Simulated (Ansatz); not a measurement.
Basis-set series for BH$_{3}$Se (`B[SeH]`). Total charge 0; spin multiplicity 1. All single points use the PBE0-D4/def2-TZVP geometry.

Z-matrix (Å, degrees):
```
B
Se 1 1.899
H 1 1.189 2 121.0
H 1 1.191 2 115.7 3 180.0
H 2 1.470 1 97.7 3 0.0
```

| functional | basis | functions | energy (Eh) | HOMO (eV) | LUMO (eV) |
| --- | --- | --- | --- | --- | --- |
| PBE0-D4 | def2-SVP | 61 | -2427.57133 | -7.86 | -1.36 |
| PBE0-D4 | def2-QZVPP | 236 | -2427.94601 | -7.94 | -1.49 |
| ωB97M-V | def2-SVP | 61 | -2427.73204 | -9.97 | 0.70 |
| ωB97M-V | def2-QZVPP | 236 | -2428.10729 | -10.07 | 0.40 |

(1) Give the rows for def2-TZVPP. (Best estimate.)

Answers

(1) Computed: 
| functional | basis | functions | energy (Eh) | HOMO (eV) | LUMO (eV) |
| --- | --- | --- | --- | --- | --- |
| PBE0-D4 | def2-TZVPP | 121 | -2427.89381 | -7.93 | -1.47 |
| ωB97M-V | def2-TZVPP | 121 | -2428.05678 | -10.06 | 0.46 |

Positive LUMOs are unbound and depend on the basis. Scalar relativity is left out up to krypton.
